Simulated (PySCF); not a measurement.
**Complete the spectrum of C4H14Si2**

C4H14Si2.
SMILES with atom numbers: `[CH3:1][CH:2]([CH3:3])[SiH2:4][CH2:5][SiH3:6]` (hydrogens: H7, H8, H9 on C1; H10 on C2; H11, H12, H13 on C3; H14, H15 on Si4; H16, H17 on C5; H18, H19, H20 on Si6)

Structure used (GFN2-xTB), in Å, numbered top down from 1:
```xyz
20
C4H14Si2 angstrom
C     -1.8644   -1.3749   -0.0765
C     -1.5766    0.0338    0.4363
C     -1.9663    1.0632   -0.6214
Si     0.2436    0.2344    0.9936
C      1.4382   -0.0427   -0.4564
Si     3.2760    0.1294   -0.0191
H     -2.9192   -1.4875   -0.3269
H     -1.2840   -1.5815   -0.9737
H     -1.6109   -2.1206    0.6740
H     -2.2123    0.2030    1.3123
H     -1.7875    2.0747   -0.2628
H     -1.3872    0.9153   -1.5309
H     -3.0216    0.9734   -0.8784
H      0.5087   -0.7453    2.0569
H      0.4130    1.5918    1.5315
H      1.2717   -1.0366   -0.8727
H      1.2028    0.6622   -1.2542
H      3.5446    1.4787    0.4802
H      3.6383   -0.8529    1.0036
H      4.0881   -0.1072   -1.2188
```

Level of theory: PySCF 2.14.0, density-fitted response routines, TDDFT PBE0/def2-SVPD, vertical, gas phase, core orbitals frozen in the response.

Orbital energies (eV): HOMO-3 -9.36, HOMO-2 -9.21, HOMO-1 -8.75, HOMO -7.83, LUMO 0.28, LUMO+1 0.63, LUMO+2 0.99.

Lowest singlets, with some entries withheld (?).

| state | ν̃ (cm⁻¹) | f | main configurations (H = HOMO, L = LUMO) |
| --- | --- | --- | --- |
| S1 | 56760 | 0.0050 | H→L (97%) |
| S2 | 59600 | 0.039 | H→L+1 (92%) |
| S3 | 63340 | 0.106 | H→L+3 (72%), H-1→L (19%) |
| S4 | ? | 0.0049 | H-1→L (64%), H→L+3 (18%) |
| S5 | ? | 0.154 | H→L+2 (79%), H-1→L (9%) |
| S6 | ? | 0.0005 | H→L+5 (96%) |

Question: Fill in the withheld entries.

Answer: 
- S4: ν̃ = 63620 cm⁻¹
- S5: ν̃ = 64570 cm⁻¹
- S6: ν̃ = 66230 cm⁻¹

Question: How far apart are S1 and S6, in eV and cm⁻¹?

Answer: 8.212 − 7.038 = 1.174 eV, or about 9470 cm⁻¹.

Question: What is the mean static polarisability from the same response equations?

Answer: 104.5 au (15.48 Å³), with principal values 94.2, 94.6 and 124.6 au.

Question: Where do the lowest triplets lie (Tamm–Dancoff)?

Answer: T1 6.84 eV, H→L (90%); T2 6.99 eV, H→L+1 (88%). E(S1) − E(T1) = +0.20 eV.

One conformer stands for the species.
